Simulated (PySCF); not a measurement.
# Two-dimensional NMR puzzle

Compound of formula C₄H₁₁FO₂Si. Correlations simulated from computed shifts and the bond graph:

HSQC (one-bond C–H):
```tsv
δH	δC
4.48	91.7
1.39	29.3
```

HMBC (two and three bonds, from the bond graph):
```tsv
δH	δC
5.07	74.5
4.48	74.5, 29.3
1.39	91.7, 74.5, 29.3
```

Carbons without hydrogens: δ 74.5.

PySCF 2.14 calculation with geometry from GFN2-xTB and PBE0/pcSseg-1 with gauge-including orbitals; gas phase, one averaged value for each set of equivalent atoms, single conformer, no relativistic terms.

Shifts are taken against calculated references (same method and geometry level): 1H and 13C vs TMS.

Exchangeable hydrogens are left out of these lists.

Work out the connectivity.

## Answers

`InChI=1S/C4H11FO2Si/c1-4(2,3-5)7-8-6/h6H,3,8H2,1-2H3`.

Atom-mapped SMILES (the numbers label the heavy atoms): `[CH3:1][C:2]([CH3:3])([CH2:4][F:5])[O:6][SiH2:7][OH:8]`; H(Xn) means a hydrogen on atom n.

δC 91.7 is C4, an sp3 CH2 bonded to F (δH 4.48). δC 74.5 is C2, a fully substituted sp3 carbon bonded to O. δC 29.3 is C1/C3, a methyl carbon (δH 1.39). HMBC from δH 5.07 reaches the proton-free carbon C2. HMBC from δH 4.48 reaches the proton-free carbon C2. HMBC from δH 1.39 reaches the proton-free carbon C2.

The shifts were computed for this structure.

OH/NH shifts are gas-phase values; hydrogen bonding in solution moves them, usually downfield. Shifts are as computed. Against solution values, carbons near 30 ppm lie about +3 ppm off and those near 130 ppm about +5 ppm. Of 1211 compounds with measured shifts, 218 miss one by over three times the rms of a fit or turn the order of signals round; such compounds aren't used in these exercises.
